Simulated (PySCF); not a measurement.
Species: C₇H₉N₂ (doublet state).
Geometry (GFN2-xTB, Å), atoms numbered from 1 in this order:
```xyz
18
C7H9N2 angstrom
C     -2.6889    0.0569    0.6492
N     -1.3723    0.0968    0.0890
C     -1.0563   -0.2294   -1.1996
C      0.4199   -0.1718   -1.3767
C      0.8538    0.2986   -0.0142
C      2.2862    0.5008    0.3654
C      2.8832   -0.7970    0.5845
N      3.2935   -1.8530    0.7457
C     -0.2383    0.4103    0.7809
H     -2.8914   -0.9155    1.1125
H     -3.4275    0.2276   -0.1337
H     -2.7936    0.8308    1.4104
H     -1.7799   -0.6379   -1.8718
H      0.7305    0.5233   -2.1756
H      0.8641   -1.1473   -1.6438
H      2.8386    1.0127   -0.4305
H      2.3653    1.0827    1.2878
H     -0.2954    0.7178    1.8088
```

The hyperfine couplings belong to this conformer and change with its torsions.

As a line formula: `CN1[CH]CC(CC#N)=C1` [radical].

Method: PySCF 2.14.0, UKS B3LYP, pcH-1 on C H N, non-relativistic, mean-field spin-orbit, GIAO. One conformer (not necessarily the lowest) at the GFN2-xTB geometry, without solvent, vibrations or thermal averaging. A GFN2-xTB geometry isn't a minimum of the functional, and hyperfine couplings can be far from their values at a DFT geometry. Stability of the SCF solution: not tested.

Q: What is the g tensor, term by term?

A: 
| Δg (ppm) | 1 | 2 | 3 |
| --- | --- | --- | --- |
| relativistic mass correction | -159 | -159 | -159 |
| gauge correction | -4 | 32 | 34 |
| orbital Zeeman/spin–orbit | 15 | 523 | 1128 |
| total | -148 | 395 | 1003 |

So g = 2.00217, 2.00271, 2.00332 and g_iso = 2.00274; the tensor is rhombic: the two nearest values differ by 47 % of g3 − g1. Axes: g3 points within 14° of the C5–C6 bond.

Q: At 93.77 GHz, how far is the centre of the isotropic spectrum from where a free electron (g = 2.002319) resonates?

A: B = hν/(g μB) with μB/h = 13.99624 MHz/mT gives 3345.95 mT for the free electron and 3345.25 mT at g_iso, 0.70 mT lower.

Q: What are the electron Larmor frequencies g μB B/h along the three axes at 340 mT?

A: 9.5278, 9.5304, 9.5333 GHz for g1, g2 and g3, a range of 5.5 MHz.

Q: What effective moment and Curie constant follow for a powder?

A: With the mean of g² = 4.0110 and S(S+1) = 0.75: μ_eff = √(⟨g²⟩S(S+1)) = 1.734 μB and χT = 0.12505·⟨g²⟩·S(S+1) = 0.376 cm³ K/mol (cgs; spin-Hamiltonian part alone).

Q: In a frozen sample, at which fields do the three g values resonate at 9.5, 34, 94 and 263 GHz (hyperfine left aside), and which band first spreads them over more than twice a line width of 0.3 mT?

A: 
```csv
band,GHz,B(g3) mT,B(g2) mT,B(g1) mT,spread mT
X,9.5,338.81,338.92,339.01,0.19
Q,34.0,1212.60,1212.97,1213.29,0.70
W,94.0,3352.47,3353.49,3354.40,1.93
J,263.0,9379.80,9382.64,9385.19,5.39
```

The spread grows in proportion to the frequency. Q band is the first where it exceeds 0.6 mT.

Largest spin populations (Mulliken): C3 (+0.75), C5 (+0.22), C4 (-0.10) and N2 (+0.08). The positive populations add up to 1.23 and the negative ones to -0.23, together 2S = 1. The angles at C3 add up to 359.0°, so it is planar; its axial dipolar tensor and the negative coupling of its proton fit spin in a p orbital normal to that plane.

The HOMO–LUMO gaps are 3.83 eV among the α and 5.09 eV among the β orbitals.

On an Arm Neoverse V2 with one thread (shared host), this took 1.7 min (with the writing of density and orbital grids) and 1.1 GiB of memory at its peak.
